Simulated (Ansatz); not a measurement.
Start from `O=[C](S)[GeH3]` and change one atom or group to get `BNC(=O)S`.

Ansatz, PBE0-D4/def2-TZVP geometries, multiplicity 1. Each molecule was computed in one conformer, which needn't be the lowest.

Scalar relativity is left out up to krypton.

| property | `O=[C](S)[GeH3]` |
| --- | --- |
| zero-point energy (PBE0-D4/def2-TZVP) / kJ/mol | 108.9 |
| HOMO energy (PBE/def2-TZVPP) / eV | -5.99 |
| HOMO energy (B3LYP/def2-TZVPP) / eV | -7.08 |
| HOMO energy (PBE0/def2-TZVPP) / eV | -7.29 |
| size of the dipole moment (B3LYP/def2-TZVPP) / D | 2.86 |
| LUMO energy (ωB97M-V/def2-TZVPP) / eV | 0.88 |

(1) What does the change do to each property? (Estimate.)

## Answers

(1) Ansatz gave: 
```tsv
property	`BNC(=O)S`	shift
zero-point energy (PBE0-D4/def2-TZVP) / kJ/mol	153.1	44.2
HOMO energy (PBE/def2-TZVPP) / eV	-6.72	-0.73
HOMO energy (B3LYP/def2-TZVPP) / eV	-7.86	-0.78
HOMO energy (PBE0/def2-TZVPP) / eV	-8.10	-0.81
size of the dipole moment (B3LYP/def2-TZVPP) / D	2.43	-0.43
LUMO energy (ωB97M-V/def2-TZVPP) / eV	0.58	-0.30
```

With PBE0 the HOMO falls by 0.81 eV and the LUMO falls by 0.10 eV, so the gap widens by about 0.71 eV. PBE moves the HOMO by -0.73 eV and ωB97M-V by -0.87 eV. The zero-point energy changes by 44.2 kJ/mol with +3 modes. Dipoles are sizes alone; their direction can turn.

Positive LUMOs are unbound, so they and the gaps depend on the basis.

B3LYP here is the variant with VWN-RPA as its local correlation; programs differ in this.
